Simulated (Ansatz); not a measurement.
System: C₄H₆SSi, net charge 0, singlet state. 
Coordinates optimised at B3LYP-D3(BJ)/def2-TZVP (Ansatz, an electronic-structure program):
```
C
C 1 1.3721
H 2 1.0783 1 127.70
C 1 1.4324 2 110.94 3 180.00
C 4 1.3631 1 113.38 2 0.00
H 5 1.0777 4 128.15 1 180.00
H 4 1.0812 5 122.83 6 0.00
S 2 1.7174 3 119.72 1 180.00
Si 1 1.8610 2 123.33 3 0.00
H 9 1.4812 1 108.77 2 0.00
H 9 1.4829 10 109.21 1 121.20
H 9 1.4829 10 109.21 11 117.61
```
Charge 0, spin multiplicity 1.

Basis-set convergence of Hartree-Fock and CCSD(T) correlation energies (hartree) with Ansatz. Valence correlation only, unless marked. No spin-orbit coupling. No relativistic terms.

The Hartree-Fock reference is unstable (checked in the largest basis), which strains HF and MP2. 

```
basis        functions       E(HF)  E(corr, CCSD(T))
-----------  ---------  ----------  ----------------
cc-pV(D+d)Z        132  -841.43014          -0.85127
cc-pV(T+d)Z        282  -841.49717          -1.03006
cc-pV(Q+d)Z        528  -841.51406          -1.08719
```

Extrapolating the two largest sets (X = 3 and 4) as X^-3: E(corr) = (64·(-1.08719) - 27·(-1.03006))/37 = -1.1289 Eh, an estimate of the basis-set limit. The largest set recovers 96.3 % of it, the smallest 75.4 %.
